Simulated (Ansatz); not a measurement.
Cartesian coordinates (Å):
```xyz
19

B     -3.2517    -0.2994    -0.5544
C     -1.7298    -0.4267    -0.3867
C     -1.0971    -1.6766    -0.5011
C      0.2809    -1.8385    -0.3560
C      1.1043    -0.7396    -0.0850
C      2.5123    -0.9013     0.0640
C      3.7121    -1.0329     0.1921
C      0.5180     0.5456     0.0405
C      1.1558     1.7996     0.3124
C      0.2630     2.8248     0.3602
S     -1.3714     2.3272     0.0816
C     -0.8821     0.6726    -0.1128
H     -3.7985     0.7750    -0.4568
H     -3.9130    -1.2839    -0.7873
H     -1.7154    -2.5526    -0.7124
H      0.7347    -2.8262    -0.4521
H      4.7738    -1.1546     0.3046
H      2.2297     1.9103     0.4621
H      0.4743     3.8772     0.5485
```
Charge 0, multiplicity 1.

All values below come from Ansatz (a program for electronic structure) with frozen-core CCSD(T)/cc-pVDZ // PBE0-D3(BJ)/def2-SVP. The restricted HF reference is unstable towards unrestricted orbitals.

HF energy: -804.92739 Ha
MP2 correlation energy: -1.49666 Ha

Question: Estimate the CCSD correlation energy, the (T) correction, the total energy and the T1 diagnostic.

Answer: 
- CCSD correlation energy = -1.55063 Ha
- (T) correction = -0.07562 Ha
- CCSD(T) total energy = -806.55363 Ha
- T1 diagnostic = 0.013
